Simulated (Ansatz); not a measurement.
H₃F₂GaGe (SMILES [F][Ga]([F])[GeH3]), singlet, geometry from GFN2-xTB (such geometries of metal compounds can be far from the true shape), atoms displaced at random by about 0.08 Å a coordinate; R2SCAN/STO-3G, gradient (Ansatz, an electronic-structure program).

The Ansatz input:
Ansatz 0.2 input:
```yaml
crystal:
  periodic: [false, false, false]
  atoms:
    - {symbol: Ga, position_ang: [0.34576608, -0.54119296, 0.61736664]}
    - {symbol: F, position_ang: [2.06256559, -0.95595878, 0.59152941]}
    - {symbol: F, position_ang: [-0.28887415, -1.00835759, 2.02274507]}
    - {symbol: Ge, position_ang: [-0.67047981, 1.04747589, -0.99954488]}
    - {symbol: H, position_ang: [-1.61519454, 2.00555353, -0.55106445]}
    - {symbol: H, position_ang: [0.25921660, 1.64968486, -2.08332082]}
    - {symbol: H, position_ang: [-1.43537856, -0.07740717, -1.90354397]}
basis:
  gaussian:
    orbitals: STO-3G
hamiltonian:
  xc: r2scan
output: {forces: true}
```

What does Ansatz print? Leave out banner, timings and long lists.


```
Functional definition: r2SCAN
546 factors; integrals over basis functions are off by at most 4.1e-5 eV
mean field evaluation 1: about -111869.5140 eV, gradient 3.5e2 eV
mean field evaluation 2: about -111867.4157 eV, gradient 3.8e2 eV
mean field evaluation 4: about -112729.3747 eV, gradient 8.0e1 eV
mean field evaluation 8: about -112729.3746 eV, gradient 8.0e1 eV
mean field evaluation 16: about -113037.3438 eV, gradient 6.7e-1 eV
mean field evaluation 32: about -113036.9816 eV, gradient 1.8e0 eV
mean field -113037.10089456 eV, -4154.0368385761 hartree, gradient 1.4e-5 eV, S^2 0.000000; 3 other end points of the search recorded, 0 dependent functions left out
the calculation of the forces begins
reference -113037.10090070 eV, -4154.0368388018 hartree; 42, 42 occupied and 7, 7 virtual orbitals, 546 factors
Total energy: -113037.10090070 eV, -4154.0368388018 hartree
Atom 0 at     0.345766    -0.541193     0.617367 Å, force    -0.071314     1.219776     0.161399 eV/Å
Atom 1 at     2.062566    -0.955959     0.591529 Å, force    -2.576434     0.518914     0.209976 eV/Å
Atom 2 at    -0.288874    -1.008358     2.022745 Å, force     1.387884     0.401254    -2.022281 eV/Å
Atom 3 at    -0.670480     1.047476    -0.999545 Å, force     0.848236    -3.060577    -1.522924 eV/Å
Atom 4 at    -1.615195     2.005554    -0.551064 Å, force     0.602133    -0.638466    -0.282208 eV/Å
Atom 5 at     0.259217     1.649685    -2.083321 Å, force    -1.330294    -0.770771     1.812897 eV/Å
Atom 6 at    -1.435379    -0.077407    -1.903544 Å, force     1.139790     2.329870     1.643141 eV/Å
Dipole moment:    -0.035705     0.065548     0.052664 e Å
```
